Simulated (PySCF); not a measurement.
From one molecule to another.

First species: C6H10OSi.
SMILES: `C(=O)([C@H](C#C)C)C[SiH3]`

Second species: C6H10OSi.
Numbering: `[CH:1]#[C:2][CH2:3][C@H:4]1[CH2:5][CH2:6][O:7][SiH2:8]1` (hydrogens: H9 on C1; H10, H11 on C3; H12 on C4; H13, H14 on C5; H15, H16 on C6; H17, H18 on Si8)

Levels: CAM-B3LYP/def2-SVPD for HOMO energy, LUMO energy, HOMO–LUMO gap and static isotropic polarisability; TDDFT CAM-B3LYP/def2-SVPD for lowest singlet excitation; TDA CAM-B3LYP/def2-SVPD for lowest triplet excitation (Tamm–Dancoff). Geometries: GFN2-xTB. Each species is one conformer at its optimised geometry, gas phase, non-relativistic unless stated. Electronic properties by PySCF.

Dipoles, sizes and rotational constants follow the conformer. The torsions of the flexible species, by atom-mapped SMILES:
- `[CH:1]#[C:2][C@H:3]([CH3:4])[C:5](=[O:6])[CH2:7][SiH3:8]`: C2–C3–C5–O6 164°, C3–C5–C7–Si8 95°

The conformers of `C#CC[C@H]1CCO[SiH2]1` aren't listed.

Question: Which has the higher S1 energy?

Answer: The second: 6.65 eV against 4.45 eV, a difference of 2.20 eV.

Question: Which of the two has the higher T1 energy, and by how much?

Answer: The second: 5.52 eV against 3.95 eV, a difference of 1.57 eV.

Question: Which has the higher static isotropic polarisability?

Answer: The first: 96.0 au against 92.8 au, a difference of 3.2 au.

Question: Which of the two has the higher LUMO energy, and by how much?

Answer: The second: 1.01 eV against 0.28 eV, a difference of 0.73 eV.

Question: Which of the two has the higher HOMO–LUMO gap, and by how much?

Answer: The second: 10.12 eV against 8.92 eV, a difference of 1.20 eV.

Question: Which has the higher HOMO energy?

Answer: The first: -8.64 eV against -9.11 eV, a difference of 0.47 eV.

On the first: The 8 singlets span 4.45 to 7.54 eV, and their oscillator strengths add up to 0.18. The vertical singlet–triplet gap S1 − T1 is 0.50 eV (TDDFT singlet less Tamm–Dancoff triplet; S1: HOMO→LUMO, weight 0.81; T1: HOMO→LUMO, weight 0.78).

On the second: The polarisability is 13.76 Å³ as a volume (1 au = 0.148185 Å³), or 1.37 au for each of the 68 electrons. No computed singlet falls in the visible range (750 to 380 nm, 1.65 to 3.26 eV); S1 lies 3.39 eV above its blue end.
